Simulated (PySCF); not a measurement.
## Shapes and spin states of FeOI

All numbers come from PBE0/[Fe def2-SVP, O def2-SVP, I def2-SVP with ECP28], scalar-relativistic core potentials, density fitting, no spin–orbit coupling, PySCF.

Relaxations began from a few typed shapes and spin states; open shells are unrestricted. The search is not exhaustive: other isomers or separated fragments can lie lower, and high-lying points may rest on an excited occupation.

| spin | group | bonds | angles | imaginary modes (cm⁻¹) | ΔE (kJ/mol) | ΔE with ZPE (kJ/mol) |
| --- | --- | --- | --- | --- | --- | --- |
| sextet | C∞v | Fe–I 2.501 Å, Fe–O 1.624 Å | I–Fe–O 180.0° | none | 0.0 | 0.0 |
| broken-symmetry Ms = 3/2 (⟨S²⟩ 4.53) | C∞v | Fe–I 2.498 Å, Fe–O 1.732 Å | I–Fe–O 180.0° | none | 37.4 | 35.7 |
| broken-symmetry Ms = 1/2 (⟨S²⟩ 2.44) | Cs | Fe–I 2.476 Å, Fe–O 1.628 Å | I–Fe–O 178.1° | none | 136.1 | 134.5 |
| broken-symmetry Ms = 1/2 (⟨S²⟩ 1.99) | Cs | Fe–I 2.452 Å, Fe–O 1.567 Å | I–Fe–O 130.6° | none | 138.5 | 138.2 |
| broken-symmetry Ms = 1/2 (⟨S²⟩ 2.31) | C∞v | Fe–I 2.480 Å, Fe–O 1.649 Å | I–Fe–O 180.0° | 93i, 88i | 150.9 | – |

The lowest minimum found is the sextet C∞v: Fe–I 2.501 Å, Fe–O 1.624 Å; I–Fe–O 180.0°.

Formally Fe is in oxidation state +3, d5, with 5 unpaired electrons (the high-spin count). The Mulliken spin on Fe is 4.04. The polar-tensor charge on Fe, 1.14, is far below the formal one.

For the lowest minimum: with open d or f shells other occupations or spin states may lie lower. No spin–orbit coupling is included, which matters more the heavier the element.

The electron or spin density has lower symmetry than the nuclear frame for the broken-symmetry Ms = 3/2 (⟨S²⟩ 4.53) C∞v at 37.4 kJ/mol, broken-symmetry Ms = 1/2 (⟨S²⟩ 2.44) Cs at 136.1 kJ/mol, broken-symmetry Ms = 1/2 (⟨S²⟩ 2.31) C∞v at 150.9 kJ/mol.
